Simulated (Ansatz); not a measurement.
Job for Ansatz (an electronic-structure program): R-PBE/def2-TZVPP on BH5N2O (SMILES NB(N)O), a point of a torsion scan.

Ansatz 0.2 input:
```yaml
crystal:
  periodic: [false, false, false]
  atoms:
    - {symbol: N, position_ang: [0.90193225, 0.87227458, -0.14740507]}
    - {symbol: B, position_ang: [0.03247623, -0.23404930, 0.01822074]}
    - {symbol: N, position_ang: [-1.36524369, -0.05209445, 0.00981678]}
    - {symbol: O, position_ang: [0.50884051, -1.52245032, 0.10612896]}
    - {symbol: H, position_ang: [1.90229990, 0.79741992, -0.14890589]}
    - {symbol: H, position_ang: [0.57667467, 1.81729652, -0.22264590]}
    - {symbol: H, position_ang: [-1.81374827, 0.81539200, -0.21459781]}
    - {symbol: H, position_ang: [-1.98692153, -0.83802050, 0.03064837]}
    - {symbol: H, position_ang: [1.38258125, -1.58717638, 0.48423943]}
basis:
  gaussian:
    orbitals: def2-TZVPP
hamiltonian:
  xc: {name: PBE}
scf: {lower_state_search: off}
```

### Question
What total energy does the run end on?

### Answer
-212.5605 hartree.
